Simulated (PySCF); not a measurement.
PySCF input file for B(Cl)(GeH3)(OH) (BClGeH₄O), SMILES O[B](Cl)[GeH3], PBE0-D3(BJ)/def2-SVP. Geometry: PBE0-D3(BJ)/def2-SVP. Other conformers were not sampled.

```python
import numpy as np
from pyscf import gto, scf, dft, df
from pyscf.hessian import thermo

mol = gto.M(
    atom='''
    B     0.45954662   -0.68383452   -0.00000000
    Cl   -0.77315396   -1.96760426    0.00000000
    Ge   -0.13098833    1.29853622   -0.00000000
    H    -0.99586673    1.59236376   -1.24108608
    H    -0.99586672    1.59236376    1.24108609
    H     1.06880635    2.26307075   -0.00000000
    O     1.75695810   -1.01962479   -0.00000000
    H     1.90477296   -1.97551397   -0.00000000
    ''',
    basis='def2-SVP',
    charge=0,
    spin=0,
    max_memory=1600,
    verbose=3,
)
mf = dft.RKS(mol, xc='pbe0').density_fit(auxbasis='def2-universal-jkfit')
mf.disp = 'd3bj'
mf.grids.level = 3
mf.conv_tol = 1e-11
mf.max_cycle = 100
mf.kernel()

# [left out here: the lines that compute and print the analytic Hessian (its translational invariance restored by hand, since the grid's response is missing), thermochemistry and intensities]
```

Log of the run:

```
converged SCF energy = -2638.76172422937

WARN: DFTD3 does not support analytical Hessian, using finite difference


WARN: Mole.unit (angstrom) is changed to Bohr

Mode                                 0                   1                   2
Irrep
Freq [cm^-1]                       52.6816            147.4274            272.8261
Reduced mass [au]                   1.0766              7.4987              7.3896
Force const [Dyne/A]                0.0018              0.0960              0.3241
Char temp [K]                      75.7970            212.1153            392.5359
Normal mode                   x     y     z       x     y     z       x     y     z
       0   B                -0.00  0.00 -0.00    0.10  0.01  0.00   -0.04  0.01  0.00
       1  Cl                 0.00 -0.00 -0.02   -0.01  0.12 -0.00   -0.04  0.03 -0.00
       2  Ge                -0.00  0.00 -0.00   -0.02 -0.04  0.00    0.02 -0.06  0.00
       3   H                -0.47 -0.12  0.30   -0.06 -0.15  0.00    0.04  0.02  0.01
       4   H                 0.47  0.12  0.30   -0.06 -0.15 -0.00    0.04  0.02 -0.01
       5   H                 0.00 -0.00 -0.53   -0.15  0.12 -0.00    0.08 -0.12 -0.00
       6   O                -0.00 -0.00  0.05    0.08 -0.06  0.00   -0.00  0.18  0.00
       7   H                -0.00 -0.00  0.08    0.02 -0.07 -0.00    0.17  0.21  0.00
Mode                                 3                   4                   5
Irrep
Freq [cm^-1]                      315.1803            454.9713            517.8540
Reduced mass [au]                   1.7315              4.7897              1.2693
Force const [Dyne/A]                0.1013              0.5842              0.2005
Char temp [K]                     453.4743            654.6024            745.0766
Normal mode                   x     y     z       x     y     z       x     y     z
       0   B                 0.00 -0.00 -0.19    0.08 -0.07 -0.00    0.05 -0.05  0.00
       1  Cl                 0.00  0.00  0.02   -0.08 -0.05  0.00   -0.01  0.01 -0.00
       2  Ge                -0.00 -0.00 -0.01    0.00  0.03  0.00   -0.03  0.00 -0.00
       3   H                -0.09  0.40  0.16   -0.05 -0.10  0.00    0.17  0.38 -0.04
       4   H                 0.09 -0.40  0.16   -0.05 -0.10 -0.00    0.17  0.38  0.04
       5   H                 0.00 -0.00  0.25   -0.13  0.19 -0.00    0.40 -0.50  0.00
       6   O                 0.00 -0.00  0.05    0.13  0.03  0.00    0.07 -0.02 -0.00
       7   H                 0.00 -0.00  0.28    0.29  0.06  0.00    0.11 -0.02 -0.00
Mode                                 6                   7                   8
Irrep
Freq [cm^-1]                      575.2570            654.2546            801.6496
Reduced mass [au]                   1.6896              1.2531              1.3743
Force const [Dyne/A]                0.3294              0.3160              0.5203
Char temp [K]                     827.6667            941.3267           1153.3953
Normal mode                   x     y     z       x     y     z       x     y     z
       0   B                -0.00  0.00  0.19    0.00  0.00 -0.09   -0.05 -0.14  0.00
       1  Cl                -0.00 -0.00 -0.01   -0.00 -0.00  0.01    0.02  0.03 -0.00
       2  Ge                 0.00  0.00 -0.03    0.00 -0.00 -0.00    0.01 -0.01 -0.00
       3   H                -0.16  0.37  0.20    0.01  0.01 -0.01   -0.12  0.40  0.16
       4   H                 0.16 -0.37  0.20   -0.01 -0.01 -0.01   -0.12  0.40 -0.16
       5   H                -0.00  0.00  0.30    0.00 -0.00 -0.03   -0.28  0.36 -0.00
       6   O                -0.00  0.00 -0.02    0.00  0.00  0.09   -0.03 -0.01  0.00
       7   H                -0.00  0.00 -0.24   -0.00 -0.00 -0.88    0.29  0.04 -0.00
Mode                                 9                  10                  11
Irrep
Freq [cm^-1]                      833.5626            889.8412            890.4938
Reduced mass [au]                   1.7316              1.0310              1.0221
Force const [Dyne/A]                0.7089              0.4810              0.4775
Char temp [K]                    1199.3110           1280.2834           1281.2223
Normal mode                   x     y     z       x     y     z       x     y     z
       0   B                -0.07 -0.16 -0.00   -0.01 -0.03 -0.00    0.00  0.00 -0.02
       1  Cl                 0.03  0.03  0.00    0.00  0.00  0.00   -0.00 -0.00  0.00
       2  Ge                -0.00  0.02  0.00   -0.01 -0.00 -0.00    0.00  0.00 -0.01
       3   H                -0.04 -0.35 -0.06    0.53 -0.00 -0.37   -0.25 -0.40  0.09
       4   H                -0.04 -0.35  0.06    0.53 -0.00  0.37    0.25  0.40  0.09
       5   H                 0.21 -0.27  0.00   -0.21  0.28  0.00    0.00 -0.00  0.72
       6   O                -0.04 -0.01 -0.00   -0.02  0.00  0.00    0.00 -0.00  0.00
       7   H                 0.40  0.07 -0.00    0.10  0.02  0.00   -0.00 -0.00  0.00
Mode                                12                  13                  14
Irrep
Freq [cm^-1]                     1109.8023           1398.1145           2150.2400
Reduced mass [au]                   1.6805              9.9479              1.0144
Force const [Dyne/A]                1.2195             11.4569              2.7633
Char temp [K]                    1596.7584           2011.5756           3093.7167
Normal mode                   x     y     z       x     y     z       x     y     z
       0   B                 0.05  0.16  0.00    0.23 -0.08  0.00    0.00  0.00  0.00
       1  Cl                -0.01 -0.01 -0.00   -0.00 -0.00 -0.00   -0.00 -0.00 -0.00
       2  Ge                 0.00 -0.01 -0.00   -0.00  0.00 -0.00    0.01 -0.01  0.00
       3   H                -0.01  0.03  0.02   -0.01  0.00  0.01   -0.37  0.12 -0.56
       4   H                -0.01  0.03 -0.02   -0.01  0.00 -0.01   -0.37  0.12  0.56
       5   H                 0.02 -0.02  0.00    0.03 -0.01 -0.00    0.19  0.13  0.00
       6   O                -0.07 -0.06  0.00   -0.13  0.04  0.00    0.00 -0.00 -0.00
       7   H                 0.74  0.09  0.00   -0.12  0.05 -0.00    0.00 -0.00 -0.00
Mode                                15                  16                  17
Irrep
Freq [cm^-1]                     2150.4423           2160.0155           3836.9693
Reduced mass [au]                   1.0238              1.0227              1.0650
Force const [Dyne/A]                2.7894              2.8114              9.2382
Char temp [K]                    3094.0077           3107.7814           5520.5446
Normal mode                   x     y     z       x     y     z       x     y     z
       0   B                 0.00  0.00 -0.00   -0.01  0.00  0.00   -0.00 -0.00 -0.00
       1  Cl                -0.00 -0.00  0.00    0.00 -0.00 -0.00   -0.00 -0.00  0.00
       2  Ge                 0.00 -0.00 -0.01   -0.01 -0.01  0.00    0.00  0.00  0.00
       3   H                 0.40 -0.14  0.55    0.07 -0.04  0.14    0.00 -0.00 -0.00
       4   H                -0.40  0.14  0.55    0.07 -0.04 -0.14    0.00 -0.00  0.00
       5   H                 0.00  0.00 -0.03    0.75  0.60  0.00   -0.00  0.00 -0.00
       6   O                 0.00 -0.00  0.00    0.00 -0.00  0.00    0.01 -0.06  0.00
       7   H                 0.00 -0.00  0.00   -0.00 -0.00 -0.00   -0.17  0.95 -0.00
temperature 298.1500 [K]
pressure 101325.00 [Pa]
Rotational constants [GHz] 6.02769 1.69195 1.34292
Symmetry number 1
Zero-point energy (ZPE) 0.04377 [Eh]   114910.788 [J/mol]
                           tot       elec      trans        rot        vib
Entropy [J/mol/K]       341.401      0.000    170.280    115.282     55.839
Cv [J/mol/K]             85.547      0.000     12.472     12.472     60.604
Cp [J/mol/K]             93.862      0.000     20.786     12.472     60.604
Internal energy [J/mol]                      3718.434   3718.434 123844.995
Internal energy [Eh]   -2638.71172  -2638.76172
Enthalpy [J/mol]                             6197.391   3718.434 123844.995
Enthalpy [Eh]          -2638.71078
Gibbs free energy [J/mol]                  -44571.579 -30652.990 107196.585
Gibbs free energy [Eh] -2638.74955
mode   freq/cm-1   IR/(km/mol)
   1       52.68         0.068
   2      147.43         0.676
   3      272.83        12.957
   4      315.18         0.720
   5      454.97        26.242
   6      517.85        20.925
   7      575.26        32.843
   8      654.25       124.992
   9      801.65       258.140
  10      833.56         1.763
  11      889.84        25.198
  12      890.49        28.314
  13     1109.80       246.253
  14     1398.11       211.959
  15     2150.24        57.763
  16     2150.44       111.473
  17     2160.02       128.147
  18     3836.97        77.059
max |gradient| / (hartree/bohr): 5.319156356923616e-05
APT charges: [ 0.9201 -0.5149  0.744  -0.2243 -0.2243 -0.2445 -0.7797  0.3235]
```

The run converged.
